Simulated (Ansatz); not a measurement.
Cost and result for the atomization energy of AlBH$_{8}$Si$_{2}$ (12 atoms, 12 bonds).

Z-matrix (Å, degrees):
```
B
Al 1 2.180
Si 1 1.859 2 84.4
H 1 1.243 2 64.0 3 125.4
H 1 1.191 2 113.3 3 -124.9
Si 2 2.452 1 123.7 3 -60.5
H 2 1.586 1 110.0 3 138.7
H 3 1.483 1 122.8 2 -110.0
H 3 1.485 1 125.8 2 62.8
H 6 1.493 2 109.6 1 110.1
H 6 1.491 2 113.7 1 -129.8
H 6 1.491 2 111.2 1 -8.0
```

The species carries charge 0 and has multiplicity 1. The bonds changed during the relaxation, so this is another structure than the one it started from. Geometry: relaxed with PBE0-D4/def2-TZVP. It is one conformer, not always the lowest. Program: Ansatz. All runs use 4 threads of an Intel Xeon 6975P-C on a shared host. Times are those of one run each, without the atoms' runs, and a repeat can differ threefold. Electronic energies, without spin–orbit coupling; frozen cores. CCSD(T)/CBS adds CCSD(T) − MP2 in def2-TZVPP to the MP2 limit, and its time is that of the two runs behind it. T1 = 0.014. B3LYP takes the VWN-RPA correlation (the form of Gaussian; ORCA's B3LYP/G).

CCSD(T)/CBS is a level of theory with its own doubt, some kJ/mol a heavy atom from the limit and from the frozen cores, so smaller differences don't rank the functionals.

```csv
level,functions,wall time
PBE-D4/def2-TZVPP (with forces),269,1.8 s
PBE0-D4/def2-TZVPP,269,1.9 s
r2SCAN-D4/def2-TZVPP (with forces),269,2.5 s
B3LYP-D4/def2-TZVPP (with forces),269,3 s
B2PLYP/def2-TZVPP,269,3.4 s
ωB97X-V/def2-TZVPP,269,4.7 s
ωB97M-V/def2-TZVPP (with forces),269,6.5 s
MP2/def2-QZVPP,507,14 s
CCSD(T)/def2-TZVPP,269,26 s
CCSD(T)/CBS(def2),–,40 s
```

Question: What atomization energy does each give, and how far from CCSD(T)/CBS? (Best estimate.)

Answer: Ansatz gave: 
```json
{"level": "PBE-D4/def2-TZVPP (with forces)", "atomization (kJ/mol)": "3385.2", "difference from CCSD(T)/CBS": "-14.6", "per bond": "-1.2"}
{"level": "PBE0-D4/def2-TZVPP", "atomization (kJ/mol)": "3379.0", "difference from CCSD(T)/CBS": "-20.8", "per bond": "-1.7"}
{"level": "r2SCAN-D4/def2-TZVPP (with forces)", "atomization (kJ/mol)": "3427.2", "difference from CCSD(T)/CBS": "27.4", "per bond": "2.3"}
{"level": "B3LYP-D4/def2-TZVPP (with forces)", "atomization (kJ/mol)": "3397.3", "difference from CCSD(T)/CBS": "-2.5", "per bond": "-0.2"}
{"level": "B2PLYP/def2-TZVPP", "atomization (kJ/mol)": "3343.0", "difference from CCSD(T)/CBS": "-56.8", "per bond": "-4.7"}
{"level": "ωB97X-V/def2-TZVPP", "atomization (kJ/mol)": "3425.6", "difference from CCSD(T)/CBS": "25.8", "per bond": "2.1"}
{"level": "ωB97M-V/def2-TZVPP (with forces)", "atomization (kJ/mol)": "3401.4", "difference from CCSD(T)/CBS": "1.6", "per bond": "0.1"}
{"level": "MP2/def2-QZVPP", "atomization (kJ/mol)": "3336.6", "difference from CCSD(T)/CBS": "-63.2", "per bond": "-5.3"}
{"level": "CCSD(T)/def2-TZVPP", "atomization (kJ/mol)": "3321.5", "difference from CCSD(T)/CBS": "-78.3", "per bond": "-6.5"}
{"level": "CCSD(T)/CBS(def2)", "atomization (kJ/mol)": "3399.8", "difference from CCSD(T)/CBS": "0.0", "per bond": "0.0"}
```

The D4 term adds +44.3 kJ/mol with B3LYP and +23.5 kJ/mol with PBE0; it sums over pairs of atoms, weighted by their polarisabilities, and B3LYP, whose exchange is more repulsive, gets the larger term. In def2-TZVPP, CCSD(T) changes the Hartree–Fock value by +734.0 kJ/mol (the triples alone add +37.8 kJ/mol) and MP2 by +702.6 kJ/mol; breaking electron pairs costs correlation energy, which Hartree–Fock lacks.
